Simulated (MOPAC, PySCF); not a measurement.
C$_{3}$H$_{2}$O, SMILES `C(C=O)#C`, neutral singlet in the gas phase. 

Cartesian coordinates (Å):
```xyz
6

C      1.4851    -0.3171     0.2478
C      0.3286    -0.0410     0.0747
C     -1.0756     0.2304    -0.1279
O     -1.5285     1.3329    -0.3151
H      2.5137    -0.5408     0.3991
H     -1.7233    -0.6644    -0.0989
```
Charge 0, spin multiplicity 1.

All levels are single points at this geometry (B3LYP-D3(BJ)/def2-TZVP); Pople sets use spherical d functions. Orbital energies aren't observables, and empty levels follow the basis.

```csv
level,HOMO (eV),LUMO (eV),gap (eV),dipole (D),"vertical IE, Delta-SCF (eV)"
PBE-D3(BJ)/def2-TZVP in PySCF,-6.47,-3.22,3.24,2.82,–
ωB97X-D3(BJ)/def2-TZVP in PySCF,-10.82,0.05,10.87,2.92,10.73
B3LYP/3-21G in PySCF,-7.39,-1.85,5.55,2.64,–
B3LYP/6-311+G** in PySCF,-8.01,-2.52,5.49,3.08,–
B3LYP/6-31G* in PySCF,-7.55,-1.97,5.58,2.85,10.40
M06-2X/6-31G* in PySCF,-9.63,-0.75,8.88,2.86,–
PBE/6-31G* in PySCF,-6.05,-2.80,3.26,2.71,–
SVWN5/6-31G* in PySCF,-6.15,-3.03,3.12,2.80,–
HF/3-21G in PySCF,-11.52,2.42,13.93,3.12,–
HF/6-31G* in PySCF,-11.41,2.33,13.74,3.27,10.11
HF/STO-3G in PySCF,-9.35,6.16,15.51,1.73,–
PM6 in MOPAC,-10.65,-0.51,10.14,3.19,–
PM7 in MOPAC,-10.69,-0.37,10.32,2.98,–
```
